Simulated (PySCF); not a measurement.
InH₂I, SMILES [InH2][I].

Geometry: r2SCAN-D4/def2-TZVP. The def2 effective core potentials stand for the cores of I, In; spin–orbit coupling is left out.

The numbers are results of TDA-LC-ωPBE/def2-SVPD (PySCF), not measurements.

Vertical excitations. Isolated molecule, no solvent. State labels are in the subgroup C2v.

Problem. List the lowest excited states. (An estimate is asked for; the answer gives what the named calculation found.)

Solution. 
```tsv
state	symmetry	energy (eV)	λ (nm)	f	main pairs
S1	A2	4.88	254	0.000	HOMO→LUMO 92 %
S2	A1	5.53	224	0.031	HOMO−1→LUMO 89 %
S3	B1	5.65	220	0.000	HOMO−2→LUMO 88 %
S4	B2	5.70	217	0.035	HOMO→LUMO+1 82 %
S5	B1	5.92	209	0.030	HOMO−1→LUMO+1 76 %
S6	A2	6.22	199	0.000	HOMO−3→LUMO 93 %
S7	B2	7.21	172	0.021	HOMO→LUMO+2 57 %, HOMO→LUMO+3 21 %
S8	A1	7.45	166	0.822	HOMO−2→LUMO+1 69 %
S9	B1	7.55	164	0.143	HOMO−1→LUMO+2 59 %, HOMO−1→LUMO+3 20 %, HOMO−1→LUMO+12 11 %
S10	B2	7.83	158	0.001	HOMO→LUMO+3 49 %, HOMO−3→LUMO+1 24 %, HOMO→LUMO+2 12 %
T1	A2	4.68	265	0	HOMO→LUMO 83 %, HOMO−3→LUMO 13 %
T2	A1	4.94	251	0	HOMO−1→LUMO 91 %
T3	B2	5.15	241	0	HOMO→LUMO+1 81 %
T4	B1	5.19	239	0	HOMO−2→LUMO 72 %, HOMO−1→LUMO+1 18 %
```
Triplets are in the Tamm–Dancoff approximation.
